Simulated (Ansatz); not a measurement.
Consider the formal exchange of groups at the Si–C bond: `C[SiH2]CBr` + `N=COCN` → `N=C[SiH2]CBr` + `COCN`.

Computed with Ansatz on PBE0-D4/def2-TZVP structures; ΔE is electronic, products minus reactants. CCSD(T)/CBS adds triple-zeta CCSD(T) − MP2 to the extrapolated MP2 energy (def2 sets, frozen cores). This one scheme is used for every species. DFT in def2-TZVPP. For Br outer-core shells are correlated without core-valence functions, which leaves a few kJ/mol of doubt a bond. Scalar relativity is left out up to krypton. One conformer a species, not always the lowest.

`C[SiH2]CBr`:

Cartesian coordinates in Å:
```
C 1.451 -0.093 0.626
Si -0.170 -0.765 -0.004
C -1.224 0.598 -0.766
Br -1.615 1.965 0.566
H 1.279 0.669 1.389
H 2.053 -0.891 1.065
H 2.027 0.359 -0.186
H -0.953 -1.399 1.088
H 0.063 -1.779 -1.073
H -0.722 1.106 -1.588
H -2.187 0.230 -1.118
```

`N=COCN`:

Cartesian coordinates in Å:
```
N -2.237 -0.500 0.202
C -1.395 -0.120 1.062
O -0.093 0.170 0.945
C 0.493 0.045 -0.360
N 1.858 0.392 -0.283
H -1.847 -0.597 -0.732
H -1.705 0.019 2.098
H -0.057 0.705 -1.039
H 0.355 -0.991 -0.690
H 2.121 1.234 -0.761
H 2.508 -0.358 -0.441
```

`N=C[SiH2]CBr`:

```xyz
11

N     1.435    1.303    0.055
C     0.567    0.998    0.929
Si   -0.899   -0.057    0.370
C    -0.375   -1.028   -1.143
Br    0.854   -2.438   -0.609
H     2.179    1.887    0.440
H     0.638    1.341    1.972
H    -1.340   -0.962    1.461
H    -2.025    0.856    0.021
H    -1.204   -1.510   -1.657
H     0.170   -0.390   -1.838
```

`COCN`:

Z-matrix (Å, degrees):
```
C
O 1 1.400
H 1 1.100 2 111.4
H 1 1.090 2 107.6 3 119.0
H 1 1.098 2 112.4 3 -122.0
C 2 1.415 1 113.6 3 55.3
N 6 1.428 2 116.9 1 70.1
H 6 1.091 2 104.6 1 -169.4
H 6 1.099 2 109.3 1 -53.1
H 7 1.011 6 111.6 2 54.6
H 7 1.010 6 112.9 2 -68.6
```

```tsv
level	ΔE (kJ/mol)
PBE-D4	84.8
B2PLYP	80.0
```

Problem. What does CCSD(T)/CBS give? (Estimate.)

Solution. Computed: +74.9 kJ/mol. The listed levels differ from it by 9.9, 5.1 kJ/mol.

Largest T1 diagnostic among the species: 0.013.
